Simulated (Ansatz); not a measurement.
System: sum formula GaH2Br, charge 0, multiplicity 1. SMILES: [Br][GaH2]
Geometry: optimised at B3LYP-D3(BJ)/def2-TZVP (Ansatz, a quantum-chemistry and plane-wave program).

Quantity: vertical triplet-singlet gap (E(triplet) - E(singlet); each state is the SCF solution reached for its spin; for the triplet T1 is 0.073), in kcal/mol. Valence correlation only, unless marked. Open shells are spin-unrestricted. Spin-orbit coupling is left out. Frozen are the shells of the preceding noble gas and the d and f shells that filled before the atom's block. No relativistic terms. CBS(X,Y): correlation extrapolated as X^-3; Hartree-Fock from the larger set.

```
level               program  vertical triplet-singlet gap (kcal/mol)
------------------  -------  ---------------------------------------
HF/aug-cc-pVTZ       Ansatz                                    114.1
B3LYP/def2-TZVPD     Ansatz                                    106.8
PBE0/def2-TZVPD      Ansatz                                    106.9
BHLYP/def2-TZVPD     Ansatz                                    115.7
wB97X-V/def2-TZVPD   Ansatz                                    118.8
MP2/aug-cc-pVDZ      Ansatz                                    126.1
MP2/aug-cc-pVTZ      Ansatz                                    126.6
```

Estimate the value at CCSD(T)/CBS(aug-cc-pVTZ,aug-cc-pVQZ) as computed with Ansatz.

119.7 kcal/mol
